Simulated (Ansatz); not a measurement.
Ansatz (a first-principles code) input (PBE/def2-TZVP):

Ansatz 0.2 input:
```yaml
crystal:
  periodic: [false, false, false]
  atoms:
    - {symbol: Mo, position_ang: [-0.00000000, -0.00000000, -0.26259173]}
    - {symbol: O, position_ang: [0.00000000, 0.00000000, 1.37860660]}
basis:
  gaussian:
    orbitals: def2-TZVP
hamiltonian:
  xc: {name: PBE}
magnetization: {spin_polarized: true, initial_magnetization: 2}
relax: {f_tol: 0.003, max_steps: 100}
```

Output:

```
Functional definition: PBE
integrals: 0.01 GiB planned
459 factors; their error is unknown
mean field: 0.17 GiB planned
mean field evaluation 1: about -3889.3799 eV, gradient 5.1e1 eV
mean field evaluation 2: about -3726.6316 eV, gradient 1.6e2 eV
mean field evaluation 4: about -3896.4938 eV, gradient 3.3e1 eV
mean field evaluation 8: about -3900.5848 eV, gradient 2.0e0 eV
mean field evaluation 16: about -3900.5959 eV, gradient 8.2e-3 eV
mean field evaluation 32: about -3900.6203 eV, gradient 5.0e-4 eV
mean field evaluation 64: about -3899.8010 eV, gradient 2.8e-2 eV
mean field evaluation 96: about -3900.4451 eV, gradient 3.5e-6 eV
mean field evaluation 128: about -3900.4726 eV, gradient 1.1e0 eV
mean field evaluation 160: about -3899.9936 eV, gradient 8.0e-1 eV
mean field evaluation 192: about -3899.8168 eV, gradient 3.4e-1 eV
mean field -3900.62034166 eV, -143.3451536207 hartree, gradient 1.5e-5 eV, S^2 2.339424; 19 other end points of the search recorded, 0 dependent functions left out
the calculation of the forces begins
reference -3900.62037929 eV, -143.3451550035 hartree; 12, 10 occupied and 59, 61 virtual orbitals, 459 factors
relax step   1: F+E_penalty+E_count = -3900.62034166 eV  Δ(F+E_penalty+E_count) = +0.000e0 eV  max|allowed force component| = 7.067e-1 eV/Å  Δτ_max = 0.0000 Å  (745 SCF iters, accepted)
these checks for a lower state are left out or cut short: starts, cluster_reference, orbital_swaps, neighbouring_geometries, increment
integrals: 0.01 GiB planned
459 factors; their error is unknown
mean field: 0.17 GiB planned
mean field evaluation 224: about -3900.6246 eV, gradient 1.5e-5 eV
mean field -3900.62462016 eV, -143.3453108527 hartree, gradient 5.2e-6 eV, S^2 2.365231; 0 other end points of the search recorded, 0 dependent functions left out
the calculation of the forces begins
reference -3900.62465802 eV, -143.3453122440 hartree; 12, 10 occupied and 59, 61 virtual orbitals, 459 factors
relax step   2: F+E_penalty+E_count = -3900.62462016 eV  Δ(F+E_penalty+E_count) = -4.279e-3 eV  max|allowed force component| = 2.098e-1 eV/Å  Δτ_max = 0.0047 Å  (50 SCF iters, accepted)
these checks for a lower state are left out or cut short: starts, cluster_reference, orbital_swaps, neighbouring_geometries, increment
integrals: 0.01 GiB planned
459 factors; their error is unknown
mean field: 0.17 GiB planned
mean field -3900.62504212 eV, -143.3453263591 hartree, gradient 8.1e-6 eV, S^2 2.377715; 0 other end points of the search recorded, 0 dependent functions left out
the calculation of the forces begins
reference -3900.62508008 eV, -143.3453277543 hartree; 12, 10 occupied and 59, 61 virtual orbitals, 459 factors
relax step   3: F+E_penalty+E_count = -3900.62504212 eV  Δ(F+E_penalty+E_count) = -4.220e-4 eV  max|allowed force component| = 2.734e-2 eV/Å  Δτ_max = 0.0023 Å  (46 SCF iters, accepted)
these checks for a lower state are left out or cut short: starts, cluster_reference, orbital_swaps, neighbouring_geometries, increment
integrals: 0.01 GiB planned
459 factors; their error is unknown
mean field: 0.17 GiB planned
mean field -3900.62504953 eV, -143.3453266317 hartree, gradient 1.2e-5 eV, S^2 2.376242; 0 other end points of the search recorded, 0 dependent functions left out
the calculation of the forces begins
reference -3900.62508748 eV, -143.3453280264 hartree; 12, 10 occupied and 59, 61 virtual orbitals, 459 factors
relax step   4: F+E_penalty+E_count = -3900.62504953 eV  Δ(F+E_penalty+E_count) = -7.416e-6 eV  max|allowed force component| = 5.437e-4 eV/Å  Δτ_max = 0.0003 Å  (41 SCF iters, accepted)
integrals: 0.01 GiB planned
459 factors; their error is unknown
mean field: 0.17 GiB planned
mean field evaluation 256: about -3889.3884 eV, gradient 5.1e1 eV
mean field evaluation 288: about -3889.3884 eV, gradient 5.1e1 eV
mean field evaluation 320: about -3899.8375 eV, gradient 1.1e-3 eV
mean field evaluation 352: about -3899.9904 eV, gradient 6.1e-1 eV
mean field evaluation 384: about -3900.4620 eV, gradient 8.1e-1 eV
mean field evaluation 416: about -3900.4189 eV, gradient 1.7e0 eV
mean field -3900.62504953 eV, -143.3453266317 hartree, gradient 1.2e-5 eV, S^2 2.376242; 13 other end points of the search recorded, 0 dependent functions left out
the calculation of the forces begins
reference -3900.62508748 eV, -143.3453280264 hartree; 12, 10 occupied and 59, 61 virtual orbitals, 459 factors
Total energy: -3900.62508748 eV, -143.3453280264 hartree
Atom 0 at     0.000000    -0.000000    -0.269330 Å, force    -0.000001    -0.000000    -0.000544 eV/Å
Atom 1 at    -0.000000     0.000000     1.385345 Å, force     0.000001     0.000000     0.000544 eV/Å
Dipole moment:     0.050065     0.000000    -0.403527 e Å
```

The spin state was set by rule; other spins were not relaxed.

The determinant is spin-contaminated: <S^2> is 2.38 against 2.00 for a pure state.
